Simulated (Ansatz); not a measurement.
`B[C](=C)[AlH2]` + `O[SiH2][AlH2]` → `[AlH2][O][SiH2][AlH2]` + `BC=C` at 700 K and 1 bar (ligand exchange at the Al–C bond).

Gas-phase electronic energies from Ansatz, PBE0-D4/def2-TZVP geometries. CBS: MP2 limit from def2 TZ/QZ plus the TZ coupled-cluster correction, frozen cores. Each species was taken in one conformer, which may not be the lowest.

```csv
species,CCSD(T)/CBS energy (Eh),H − E (kJ/mol),S (J/(mol·K))
`B[C](=C)[AlH2]`,-346.46179,246.4,444.7
`O[SiH2][AlH2]`,-609.28590,182.6,423.7
`[AlH2][O][SiH2][AlH2]`,-851.94680,215.0,530.9
`BC=C`,-103.86193,214.7,339.5
```

H − E and S are ideal-gas, rigid-rotor, harmonic terms from PBE0-D4/def2-TZVP, for one conformer and one mirror image of each species. 1 Eh = 2625.50 kJ/mol, R = 8.31446 J/(mol·K).

Task: By hand: ΔE, ΔH, ΔS and ΔG.

Result: ΔE = (-851.94680) + (-103.86193) − (-346.46179) − (-609.28590) = -0.06104 Eh = -160.3 kJ/mol. Δ(H − E) = 215.0 + 214.7 − 246.4 − 182.6 = 0.7, so ΔH = -159.6 kJ/mol. ΔS = 530.9 + 339.5 − 444.7 − 423.7 = 2.0 J/(mol·K). ΔG = -159.6 − 700 × (2.0)/1000 = -161.0 kJ/mol.

Task: By hand: the equilibrium constant, and the temperature at which ΔG would vanish if ΔH and ΔS stayed fixed.

Result: log₁₀ K = −ΔG/(RT ln 10) = 12.0. ΔH and −TΔS have one sign here, so there is no such temperature. One of them is within its doubt of zero, so this could turn.

The number of gas molecules stays the same, so ΔS is small and ΔH decides. A doubt of 5 kJ/mol in ΔE shifts log₁₀ K by 0.4 here. Other conformers and mirror images would add mixing entropy, several J/(mol·K) or more a flexible species. Modes under 60 cm⁻¹, often nearly free rotors, make the harmonic entropy too high. These are equilibria of isolated gas molecules and say nothing of rates. Largest T1 diagnostic: 0.013 (customary marks: 0.02 for closed shells, 0.045 for open ones).
